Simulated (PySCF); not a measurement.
C₇H₁₁ (doublet state).
Structure used (GFN2-xTB), in Å, numbered top down from 1:
```xyz
18
C7H11 angstrom
C     -0.4996    2.4286   -0.6614
C     -0.4626    1.2624   -0.3949
C     -0.4037   -0.1619   -0.0741
C     -1.3862   -0.9163   -0.9803
C     -0.8330   -0.3360    1.4040
C      0.9869   -0.6585   -0.2733
C      2.1785    0.1015    0.1549
H     -0.5373    3.4503   -0.8978
H     -1.1057   -0.7954   -2.0244
H     -2.3951   -0.5320   -0.8471
H     -1.3803   -1.9764   -0.7361
H     -0.1598    0.2107    2.0598
H     -0.8054   -1.3897    1.6723
H     -1.8433    0.0419    1.5468
H      1.1276   -1.6199   -0.7373
H      2.8269   -0.5065    0.7933
H      1.8959    1.0049    0.6906
H      2.7874    0.3984   -0.7068
```

The hyperfine couplings belong to this conformer and change with its torsions.

The species is `C(C(C)([CH]C)C)#C` [radical].

Level of theory: UKS B3LYP, pcH-1 on C H, non-relativistic, mean-field spin-orbit, GIAO in PySCF. Geometry: GFN2-xTB, one conformer, isolated molecule. A GFN2-xTB geometry isn't a minimum of the functional, and hyperfine couplings can be far from their values at a DFT geometry. No stability test was run, so a lower SCF solution isn't excluded.

Give the principal g shifts and their parts.

| Δg (ppm) | 1 | 2 | 3 |
| --- | --- | --- | --- |
| relativistic mass correction | -147 | -147 | -147 |
| gauge correction | 2 | 34 | 32 |
| orbital Zeeman/spin–orbit | 3 | 467 | 682 |
| total | -142 | 354 | 567 |

So g = 2.00218, 2.00267, 2.00289 and g_iso = 2.00258; the tensor is rhombic: the two nearest values differ by 30 % of g3 − g1. Axes: g2 points within 6° of the C6–C7 bond.

What are the electron Larmor frequencies g μB B/h along the three axes at 3350 mT?

93.8769, 93.9002, 93.9102 GHz for g1, g2 and g3, a range of 33.2 MHz.

Average each term over the three axes. Which is largest in size?

The orbital-Zeeman/spin–orbit term 384, the mass correction -147 and the gauge correction 23 ppm, for a total of 260 ppm. The orbital-Zeeman/spin–orbit term is the largest in size. The mass correction is the same along every axis, so the anisotropy comes from the other two: their spans along these axes are 32 (gauge) and 679 ppm (orbital Zeeman/spin–orbit).

What effective moment and Curie constant follow for a powder?

With the mean of g² = 4.0103 and S(S+1) = 0.75: μ_eff = √(⟨g²⟩S(S+1)) = 1.734 μB and χT = 0.12505·⟨g²⟩·S(S+1) = 0.376 cm³ K/mol (cgs; spin-Hamiltonian part alone).

In a frozen sample, at which fields do the three g values resonate at 9.5, 34, 94 and 263 GHz (hyperfine left aside), and which band first spreads them over more than twice a line width of 0.5 mT?

```json
{"band": "X", "GHz": "9.5", "B(g3) mT": "338.89", "B(g2) mT": "338.92", "B(g1) mT": "339.01", "spread mT": "0.12"}
{"band": "Q", "GHz": "34.0", "B(g3) mT": "1212.86", "B(g2) mT": "1212.99", "B(g1) mT": "1213.29", "spread mT": "0.43"}
{"band": "W", "GHz": "94.0", "B(g3) mT": "3353.20", "B(g2) mT": "3353.56", "B(g1) mT": "3354.39", "spread mT": "1.19"}
{"band": "J", "GHz": "263.0", "B(g3) mT": "9381.84", "B(g2) mT": "9382.84", "B(g1) mT": "9385.16", "spread mT": "3.32"}
```

The spread grows in proportion to the frequency. W band is the first where it exceeds 1.0 mT.

The Mulliken spin populations are largest on C6 (+1.04), C7 (-0.08) and C3 (-0.07). No atom but C6 exceeds +0.15. The angles at C6 add up to 360.0°, so it is planar; its axial dipolar tensor and the negative coupling of its proton fit spin in a p orbital normal to that plane.

The HOMO–LUMO gaps are 6.41 eV among the α and 6.04 eV among the β orbitals.

Time: 68 s wall (with the writing of density and orbital grids); peak memory 1.1 GiB. Hardware: one thread of an Arm Neoverse V1, shared host with 32 logical CPUs at a one-minute load of 12.
